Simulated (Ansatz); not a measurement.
CNO, doublet, at a GFN2-xTB geometry; Ansatz (a quantum-chemistry and plane-wave program) with BLYP/3-21G.

Ansatz was given this input:
Ansatz 0.2 input:
```yaml
crystal:
  periodic: [false, false, false]
  atoms:
    - {symbol: N, position_ang: [-0.00000000, -0.00000000, -1.24271828]}
    - {symbol: C, position_ang: [-0.00000000, -0.00000000, -0.04267674]}
    - {symbol: O, position_ang: [0.00000000, 0.00000000, 1.11938605]}
basis:
  gaussian:
    orbitals: 3-21G.json
hamiltonian:
  xc: blyp
magnetization: {spin_polarized: true, initial_magnetization: 1}
```
The basis file holds 3-21G in the JSON format of the Basis Set Exchange.

Q: What does Ansatz print? Leave out banner, timings and long lists.

A: 
```
Functional definition: BLYP
345 factors; integrals over basis functions are off by at most 2.9e-4 eV
mean field evaluation 1: about -4542.8241 eV, gradient 2.6e1 eV
mean field evaluation 2: about -4534.3632 eV, gradient 5.0e1 eV
mean field evaluation 4: about -4545.0867 eV, gradient 7.9e0 eV
mean field evaluation 8: about -4545.3190 eV, gradient 2.5e-2 eV
mean field evaluation 16: about -4545.3195 eV, gradient 5.6e-2 eV
mean field -4545.31903133 eV, -167.0373934735 hartree, gradient 6.8e-5 eV, S^2 0.755045; 1 other end points of the search recorded, 0 dependent functions left out
reference -4545.31916928 eV, -167.0373985429 hartree; 11, 10 occupied and 16, 17 virtual orbitals, 345 factors
Total energy: -4545.31916928 eV, -167.0373985429 hartree
```
